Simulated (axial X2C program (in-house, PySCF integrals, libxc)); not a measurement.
## TaSe⁺: bond constants with and without spin–orbit coupling

Calculated with an axial X2C code built on PySCF integrals. Spin-free means the one-electron spin-free X2C Hamiltonian; two-component (2c) means X2C with spin–orbit coupling and atomic mean-field two-electron Coulomb and Gaunt terms, so the difference of the two also holds small scalar two-electron terms. Basis: Ta dyall-cv3z [13s14p9d7f4g], Se dyall-cv3z [8s9p6d4f1g] (cores contracted in-house); Gaussian nuclei, density fitting, unrestricted open shells. Masses: Ta 180.948 u, Se 79.917 u.

The run was started with this input:
```json
{"zs": [73, 34], "q": 1, "bas": ["dyall-cv3z", "dyall-cv3z"], "levels": ["PBE0", "HF", "BLYP"], "cc": true, "r0": 2.33, "thr": -1.0, "nmax": 90, "npts": 10, "nst": 2, "ntry": 6}
```
```bash
python so2c.py task.json out
```

Keys: zs atomic numbers; q charge; bas basis sets; levels methods; cc coupled cluster on or off; r0 starting distance in Å; thr threshold in hartree for freezing inner shells (an s shell follows its p shell); nmax most natural virtual spinors; npts points on the curve; nst determinants followed; ntry starts of the search. HF also brings MP2.

State, spin-free: M_S = 1, Λ = 2 (beyond evenly filled blocks: σα, δ+α); electrons by block: σα: 21, σβ: 20, π+α: 11, π+β: 11, π-α: 11, π-β: 11, δ+α: 5, δ+β: 4, δ-α: 4, δ-β: 4, φ+α: 1, φ+β: 1, φ-α: 1, φ-β: 1. Fragments: Ta+ + Se.

State, 2c: Ω = 1 (⟨Sz⟩ = -0.99, ⟨Lz⟩ = 1.99 at PBE0); electrons by block: 1/2: 31, -1/2: 32, 3/2: 16, -3/2: 15, 5/2: 5, -5/2: 5, 7/2: 1, -7/2: 1. Fragments: Ta+ + Se.

```json
{"Hamiltonian": "spin-free", "level": "PBE0", "Re (Å)": "2.206", "ωe (cm⁻¹)": "379.7", "ωexe (cm⁻¹)": "0.977", "αe (cm⁻¹)": "0.000156", "De (eV)": "4.82", "D0 (eV)": "4.80", "k (mdyn/Å)": "4.71", "μ (D)": "-3.88"}
{"Hamiltonian": "spin-free", "level": "BLYP", "Re (Å)": "2.244", "ωe (cm⁻¹)": "355.3", "ωexe (cm⁻¹)": "0.653", "αe (cm⁻¹)": "0.000141", "De (eV)": "5.44", "D0 (eV)": "5.42", "k (mdyn/Å)": "4.12", "μ (D)": "-3.17"}
{"Hamiltonian": "2c", "level": "PBE0", "Re (Å)": "2.208", "ωe (cm⁻¹)": "376.9", "ωexe (cm⁻¹)": "0.963", "αe (cm⁻¹)": "0.000157", "De (eV)": "n/a", "D0 (eV)": "n/a", "k (mdyn/Å)": "4.64", "μ (D)": "-3.90"}
{"Hamiltonian": "2c", "level": "BLYP", "Re (Å)": "2.247", "ωe (cm⁻¹)": "352.4", "ωexe (cm⁻¹)": "0.665", "αe (cm⁻¹)": "0.000142", "De (eV)": "n/a", "D0 (eV)": "n/a", "k (mdyn/Å)": "4.06", "μ (D)": "-3.20"}
```

Dipoles are positive if Se is the positive end and refer to the centre of mass.

One determinant describes the state; a PBE0 search over occupations chose it and may have missed a lower one. Dissociation energies refer to the lowest single-determinant-based atoms at the same level and basis. De is not given where an atomic determinant may have missed its ground term or J level, or where the truncated virtual space spoils (T). Density functionals use the spin component along the axis (collinear). Other states lie close and PBE0, whose exact exchange favours high spin, may order them wrongly; the determinant shown need not be the ground state. The nearest other spin-free determinant of the search, M_S = 0, Λ = 0, lies 0.67 eV up at the distance of the search. Without a current term, density functionals place determinants with orbital angular momentum somewhat too high. With several unpaired electrons one determinant need not be a pure state. The determinant is spin-polarised beyond a pure state at some levels (its spin-free form has ⟨S²⟩ too high), which makes Re and μ there less reliable.

No reliable constants came from CCSD (2c), CCSD (spin-free), CCSD(T) (2c), CCSD(T) (spin-free), HF (2c), HF (spin-free), MP2 (2c), MP2 (spin-free): no minimum in range, unconverged points, a curve that is not smooth, a change of character along it, or the two Hamiltonians disagreeing along it.

Rough cost a point (2c) on 1 thread(s) of a shared host, integrals apart: PBE0 2.3 s, BLYP 0.8 s.

The whole task took 6.3 min on 1 thread of Arm Neoverse V1, on a shared host.
